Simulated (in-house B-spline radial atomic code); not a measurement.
A fraction x of an electron is added to 3d in neutral cobalt, starting from [Ar] 3d7 4s2 and keeping the highest spin. Level of theory: scalar-relativistic (X2C) BHandHLYP, spin-polarised, spherical fractional occupations, Fermi nucleus of rms radius 3.7875 fm; calculated with a radial B-spline atomic code at the basis-set limit.

Caution: exact exchange at fractional occupations of open shells leaves self-interaction of up to several eV.

| x | E(x) - E(0) (eV) | 3d down level (eV) |
| --- | --- | --- |
| 0 | 0.0000 | -4.812 |
| 0.1 | -0.4333 | -3.861 |
| 0.2 | -0.7735 | -2.950 |
| 0.3 | ? | ? |
| 0.4 | ? | ? |
| 0.5 | -1.2786 | -0.491 |

Question: What belongs in the row x = 0.3?

Answer: An energy change of -1.0248 eV; 3d down at -2.082 eV.

Question: What belongs in the row x = 0.4?

Answer: An energy change of -1.1915 eV; 3d down at -1.260 eV.

Question: Check Janak's theorem between x = 0.1 and 0.2.

Answer: The slope of the energy is -3.40 eV; the orbital levels give -3.41 eV (ε of the filling orbital, averaged over the two points).
